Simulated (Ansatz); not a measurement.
## Which method gave which barrier?

Saddle point of Si2N2H10, closed shell (SiN₂H₆ ([NH2][SiH2][NH2]) + SiH₄ → Si₂NH₇ ([NH2][SiH2][SiH3]) + NH₃; bonds formed: Si1–Si7, N2–H6; bonds broken: Si1–N2, H6–Si7), PBE0-D4/def2-TZVP structure:

```csv
atom,x (Å),y (Å),z (Å)
Si1,-0.3769,-0.5903,1.0120
N2,1.3085,0.2197,1.1064
H3,-0.1797,-1.9123,0.3883
H4,-0.5674,-0.8430,2.4758
N5,-1.6074,0.5152,0.6663
H6,1.3867,0.3132,0.0280
Si7,0.3434,0.0173,-1.9540
H8,2.0467,-0.3388,1.5300
H9,1.2758,1.1372,1.5437
H10,-2.3661,0.6471,1.3159
H11,-1.8123,0.7916,-0.2805
H12,-1.0967,0.3062,-2.3257
H13,0.5871,-1.2814,-2.6784
H14,1.0581,1.0181,-2.8280
```

Ansatz 0.2.0; basis: def2-TZVPP, with def2-QZVPP for the basis limit; cores frozen in the correlated methods. Extrapolation: Hartree–Fock as exp(−7.88 √X), correlation as X^−2.97. Four methods, as single points on the PBE0-D4 structures, gave these electronic barriers from the start structure: 1.353, 1.791, 2.224, 2.757 eV.

(1) The methods were, in alphabetical order, BHLYP-D4, HF, PBE0-D4, SPW92. Which gave which? (A judgement: the text doesn't fix the answer.)

No T1 diagnostic of these runs exceeds 0.012.

Answers

(1) The calculation gives: SPW92 1.353; PBE0-D4 1.791; BHLYP-D4 2.224; HF 2.757 eV. For comparison, CCSD(T) at an estimated basis limit (MP2 extrapolated from triple and quadruple zeta, plus CCSD(T) − MP2 in triple zeta) gives 2.125 eV.

Labels in which every atom is bracketed show which atoms are joined, not bond orders.

For scale, one of the runs: CCSD(T)/def2-TZVPP, 286 basis functions, launched by `ansatz run in.yaml --threads 8 --pin off --events-out ev --progress --plain --max-ram 19148MiB`. Hardware: 8 CPU threads of an Arm Neoverse V1, shared host. Wall time 120 s; peak host memory 8.2 GiB.
